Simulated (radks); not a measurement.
Species: Pr3+. Configuration: [Xe] 4f1 6f1 (not the ground configuration). All-electron calculation, Dirac Kohn-Sham, PBE, spin-unpolarised, spherical densities, point nucleus; open shells are shared between the two j in proportion to 2j + 1. Program: a radial shooting solver on a logarithmic mesh with Libxc functionals.

Spin-orbit splittings of the eigenvalues, e(l+1/2) - e(l-1/2), with zeta = 2 splitting/(2l+1) and mean radii in bohr:

shell  occ.  splitting (eV)  zeta (eV)  <r> j=l-1/2  <r> j=l+1/2
2p        6           482.1      321.4      0.08606      0.09237
3p        6           95.49      63.66       0.2618       0.2740
3d       10               ?          ?       0.2453       0.2491
4p        6           20.87      13.91       0.6364       0.6635
4d       10           3.718      1.487       0.7112       0.7207
4f        1          0.4507     0.1288       0.9299       0.9367
5p        6           3.478      2.318        1.568        1.633
6f        1         0.01312   0.003750        7.357        7.365

Estimate the 3d splitting.

Answer. 20.56 eV (zeta = 8.225 eV).
